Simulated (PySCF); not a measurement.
All values below come from PBE0-D3(BJ)/def2-TZVP // PBE-D3(BJ)/def2-SVP run with PySCF 2.14.0. Gas-phase values, no solvent. One relaxed conformer stands for a flexible species; it need not be the lowest. Delta-SCF ions had no search for a lower state. 

Reference species (SMILES): `[SiH3][SiH2][GeH2][SiH2][GeH2][SiH3]` (neutral, multiplicity 1).

| Property | Result |
|---|---|
| HOMO–LUMO gap | 6.32 eV |
| HOMO | -7.27 eV |
| vertical ionisation energy (Delta-SCF) | 8.62 eV |

Changed species: `[SiH3][SiH2][GeH2][SiH2][GeH2][SiH2][GeH2][SiH3]` (n = 3; the reference has n = 2).

Give the shifts of the HOMO–LUMO gap, HOMO and vertical ionisation energy (Delta-SCF).

the HOMO–LUMO gap drops by 0.44 eV, to 5.88 eV; the HOMO increases by 0.20 eV, to -7.07 eV; the vertical ionisation energy (Delta-SCF) falls by 0.37 eV, to 8.25 eV.
